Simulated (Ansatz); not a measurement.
Molecule: WO$_{2}$, net charge 0, singlet state. 
Coordinates optimised at B3LYP-D3(BJ)/def2-TZVP (Ansatz, an electronic-structure program):
```
W
O 1 1.6888
O 1 1.6888 2 104.54
```

Property: vertical ionisation energy (to the doublet state of charge +1; each state is the SCF solution reached for its spin; the UHF <S^2> is 1.74 for the doublet (pure: 0.75); for the doublet T1 is 0.101; for the singlet the Hartree-Fock reference is unstable and T1 is 0.035), in eV. Correlated levels leave the core frozen unless marked. Open shells are spin-unrestricted. No spin-orbit coupling. Frozen are the shells of the preceding noble gas and the d and f shells that filled before the atom's block. Past Kr the def2 sets carry scalar-relativistic core potentials. Basis-set limits of correlation are two-point, X^-3; Hartree-Fock from the larger set. The bracket is a focal-point correction in the basis named. The program attaches cautions to a run behind SCS-MP2/def2-SVPD: large difference. The program attaches cautions to a run behind CCSD/def2-SVPD: large difference. The program attaches cautions to a run behind CCSD/def2-TZVPPD: large difference. The program attaches cautions to a run behind RI-MP2/CBS(def2-TZVPPD,def2-QZVPPD)+[CCSD(T)-MP2]/def2-TZVPPD: large difference.

```
level                                                          program  vertical ionisation energy (eV)
-------------------------------------------------------------  -------  -------------------------------
SVWN5/def2-TZVPD                                                Ansatz                             8.87
r2SCAN/def2-TZVPD                                               Ansatz                                ?
B3LYP/def2-TZVPD                                                Ansatz                                ?
BHLYP/def2-TZVPD                                                Ansatz                                ?
CAM-B3LYP/def2-TZVPD                                            Ansatz                             8.78
wB97M-V/def2-TZVPD                                              Ansatz                             8.70
SCS-MP2/def2-SVPD                                               Ansatz                            10.96
CCSD/def2-SVPD                                                  Ansatz                                ?
CCSD/def2-TZVPPD                                                Ansatz                             8.48
RI-MP2/CBS(def2-TZVPPD,def2-QZVPPD)+[CCSD(T)-MP2]/def2-TZVPPD   Ansatz                             8.88
```

Task: Fill in the missing entries.

Result: 
- r2SCAN/def2-TZVPD, vertical ionisation energy (eV): 8.35
- B3LYP/def2-TZVPD, vertical ionisation energy (eV): 8.74
- BHLYP/def2-TZVPD, vertical ionisation energy (eV): 8.64
- CCSD/def2-SVPD, vertical ionisation energy (eV): 8.34
